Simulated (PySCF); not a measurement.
3-methylthiophene (C5H6S), SMILES Cc1ccsc1. The structure is a stationary point at PBE0-D3(BJ)/def2-SVP.

Calculation: PBE0-D3(BJ)/def2-SVP in PySCF.

Harmonic wavenumbers (cm⁻¹): 107, 237, 323, 472, 556, 615, 678, 697, 782, 862, 891, 908, 956, 1000, 1046, 1088, 1179, 1248, 1387, 1434, 1452, 1465, 1500, 1629, 3054, 3134, 3167, 3229, 3267, 3276. Rotational constants (GHz): 6.969, 2.452, 1.835; symmetry number 1.

Problem. Work out the zero-point energy and the ideal-gas rigid-rotor harmonic-oscillator thermochemistry at 298.15 K and 1 atm.

Solution. ZPE = ½ Σ hcν = ½ × 41641 cm⁻¹ = 249.07 kJ/mol. H − E(el) = 266.59 kJ/mol. Entropy in J/(mol K): translation 165.95, rotation 111.84, vibration 41.64, total 319.43. G − E(el) = 171.35 kJ/mol. Cp = 96.27 J/(mol K). Modes under 150 cm⁻¹ make the vibrational entropy uncertain.
